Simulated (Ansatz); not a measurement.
Saddle point of Si2H7ClO, singlet (SiH₃Cl ([SiH3][Cl]) + SiH₄O ([OH][SiH3]) → Si₂H₅ClO ([SiH3][O][SiH2][Cl]) + H₂; bonds formed: Si1–O7, H2–H6; bonds broken: Si1–H2, H6–O7), PBE0-D4/def2-TZVP structure:

```xyz
11
angstrom
Si -0.3827 -0.5400 -1.2978
H 1.2688 -0.8861 -1.3682
H -0.7469 -1.9570 -1.5219
H -1.6375 0.1338 -0.8473
Cl -0.1267 0.5591 -3.0495
H 1.1955 -0.5926 -0.2842
O 0.3428 -0.2928 0.3888
Si 0.0701 0.6970 1.7201
H -0.1340 2.0888 1.2593
H -1.1272 0.1979 2.4317
H 1.2778 0.5920 2.5691
```

Energies are electronic, without zero-point energy. Barriers and step energies count from the start structure reached by relaxing down the imaginary mode; all methods use the PBE0-D4 structures, on which another method's saddle can fall below an end. Computed with Ansatz 0.2.0 (basis: def2-TZVPP, with def2-QZVPP for the basis limit); correlated methods freeze the cores. B3LYP uses VWN-RPA correlation. Extrapolation: Hartree–Fock as exp(−7.88 √X), correlation as X^−2.97.

```csv
method,barrier (kcal/mol),step energy (kcal/mol)
SPW92,23.74,-18.00
PBE-D4,?,-19.16
BLYP-D4,34.87,-21.56
r2SCAN-D4,?,-21.68
B97M-V,36.26,-21.43
PBE0-D4,34.48,-19.73
B3LYP-D4,37.18,-21.78
r2SCAN0-D4,35.80,-21.60
BHLYP-D4,?,-22.55
CAM-B3LYP-D4,37.79,-21.69
wB97X-V,38.21,-20.87
wB97M-V,37.22,-20.98
B2PLYP,38.46,-21.42
PBE-QIDH,36.93,-20.84
RPA on PBE,39.56,-20.60
HF,52.93,-22.12
MP2,37.17,-22.70
CCSD,41.28,-20.97
CCSD(T),38.97,-21.12
```

Task: Fill in the withheld barriers. (An estimate is asked for; the value comes from the calculation.)

Result: The calculation gives: BHLYP-D4 41.18; r2SCAN-D4 33.40; PBE-D4 31.05 kcal/mol. Each is the energy of the saddle less that of the start structure, by the same method.

For comparison, the barrier by CCSD(T) at an estimated basis limit (MP2 extrapolated from triple and quadruple zeta, plus CCSD(T) − MP2 in triple zeta) is 38.17 kcal/mol.

The T1 diagnostic stays at or below 0.012.

Labels in which every atom is bracketed show which atoms are joined, not bond orders.

For scale, one of the runs: CCSD(T)/def2-TZVPP, 255 basis functions, launched by `ansatz run in.yaml --threads 4 --pin off --events-out ev --progress --plain --max-ram 9574MiB`. Hardware: 4 CPU threads of an Arm Neoverse V2, shared host. Wall time 91 s; peak host memory 5.2 GiB.
